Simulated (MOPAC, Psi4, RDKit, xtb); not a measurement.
Two geometries of SMILES N[SiH2]C(=O)O, relaxed at B3LYP-D3(BJ)/def2-SVP with one dihedral held; other torsions can differ between them too.

Structure A

```
10

N      1.8323     0.3307    -0.2507
Si     0.4932    -0.5768     0.3564
C     -1.0942     0.2727    -0.3332
O     -2.1352    -0.2852    -0.5788
O     -0.9358     1.6103    -0.4923
H      2.7902     0.0287    -0.1025
H      1.7593     1.3443    -0.2570
H      0.3007    -0.6204     1.8418
H      0.5487    -1.9742    -0.1440
H     -1.7845     1.9613    -0.8254
```

Structure B

```
10

N     -1.7484     0.3534    -0.2826
Si    -0.4818    -0.6358     0.3430
C      1.0809     0.2558    -0.3493
O      1.1016     1.4486    -0.5524
O      2.1597    -0.5285    -0.5384
H     -2.7220     0.2165    -0.0324
H     -1.5231     1.3395    -0.3959
H     -0.2971    -0.6786     1.8289
H     -0.5881    -2.0381    -0.1418
H      2.8846     0.0505    -0.8453
```

Which is lower in energy at the level DF-MP2 (frozen core)/cc-pVTZ // B3LYP-D3(BJ)/def2-SVP (Psi4), and by how much?

B is lower, by 0.67 kcal/mol (dihedral N1–Si2–C3–O4: 150° in A, 30° in B).

E(B) − E(A) in kcal/mol at the other levels, on the same two geometries: MMFF94 // B3LYP-D3(BJ)/def2-SVP (RDKit) 0.83; B3LYP/def2-TZVP // B3LYP-D3(BJ)/def2-SVP (Psi4) -0.70; B3LYP-D3(BJ)/def2-TZVP // B3LYP-D3(BJ)/def2-SVP (Psi4) -0.74; PBE/def2-TZVP // B3LYP-D3(BJ)/def2-SVP (Psi4) -0.88; PBE-D3(BJ)/def2-TZVP // B3LYP-D3(BJ)/def2-SVP (Psi4) -0.90; M06-2X/def2-TZVP // B3LYP-D3(BJ)/def2-SVP (Psi4) -0.77; HF/cc-pVTZ // B3LYP-D3(BJ)/def2-SVP (Psi4) -0.58; UFF // B3LYP-D3(BJ)/def2-SVP (RDKit) -0.06; PM7, restricted, heats of formation // B3LYP-D3(BJ)/def2-SVP (MOPAC) 0.64; PM3, restricted, heats of formation // B3LYP-D3(BJ)/def2-SVP (MOPAC) 0.76; GFN1-xTB // B3LYP-D3(BJ)/def2-SVP (xtb) -0.79.
